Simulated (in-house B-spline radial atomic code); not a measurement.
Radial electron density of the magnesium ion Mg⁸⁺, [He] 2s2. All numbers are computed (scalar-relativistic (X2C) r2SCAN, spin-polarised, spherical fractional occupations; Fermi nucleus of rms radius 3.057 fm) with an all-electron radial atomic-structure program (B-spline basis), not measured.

Columns: r (bohr), 4πr²n(r) (electrons per bohr), bar.

```
 0.00479   0.3127 #
 0.00557   0.4126 #
 0.00648   0.5432 ##
 0.00754   0.7131 ##
 0.00876     0.93 ###
  0.0102    1.212 ####
  0.0119    1.576 #####
  0.0138    2.017 #######
   0.016    2.562 ########
  0.0186     3.24 ###########
  0.0217     4.08 #############
  0.0252    5.042 #################
  0.0293    6.159 ####################
  0.0341    7.414 ########################
  0.0396    8.739 #############################
  0.0461    10.11 #################################
  0.0536    11.38 #####################################
  0.0623    12.45 #########################################
  0.0725    13.16 ###########################################
  0.0843    13.37 ############################################
   0.098    12.96 ###########################################
   0.114    11.89 #######################################
   0.133    10.21 ##################################
   0.154     8.26 ###########################
   0.179    6.203 ####################
   0.208    4.443 ###############
   0.242    3.265 ###########
   0.282    2.813 #########
   0.328    2.996 ##########
   0.381    3.492 ###########
   0.443    3.911 #############
   0.515    3.929 #############
   0.599    3.433 ###########
   0.697    2.557 ########
   0.811    1.594 #####
   0.943   0.8176 ###
     1.1   0.3282 #
    1.27   0.1103 
    1.48  0.02583 
    1.72 0.004452 
       2 0.0005208
```

On this grid the curve has 2 maxima, near 0.0843, 0.515 bohr.

The 2s down radial function P(r) = rR(r), positive near the nucleus:

```json
{"r (bohr)": "0.00167", "P": "0.04332"}
{"r (bohr)": "0.00225", "P": "0.05756"}
{"r (bohr)": "0.00305", "P": "0.07675"}
{"r (bohr)": "0.00412", "P": "0.1017"}
{"r (bohr)": "0.00557", "P": "0.1343"}
{"r (bohr)": "0.00754", "P": "0.1764"}
{"r (bohr)": "0.0102", "P": "0.2298"}
{"r (bohr)": "0.0138", "P": "0.2961"}
{"r (bohr)": "0.0186", "P": "0.3743"}
{"r (bohr)": "0.0252", "P": "0.4647"}
{"r (bohr)": "0.0341", "P": "0.5582"}
{"r (bohr)": "0.0461", "P": "0.6398"}
{"r (bohr)": "0.0623", "P": "0.6839"}
{"r (bohr)": "0.0843", "P": "0.652"}
{"r (bohr)": "0.114", "P": "0.498"}
{"r (bohr)": "0.154", "P": "0.1868"}
{"r (bohr)": "0.208", "P": "-0.2772"}
{"r (bohr)": "0.282", "P": "-0.8268"}
{"r (bohr)": "0.381", "P": "-1.267"}
{"r (bohr)": "0.515", "P": "-1.397"}
{"r (bohr)": "0.697", "P": "-1.13"}
{"r (bohr)": "0.943", "P": "-0.6394"}
{"r (bohr)": "1.27", "P": "-0.2348"}
{"r (bohr)": "1.72", "P": "-0.04718"}
```
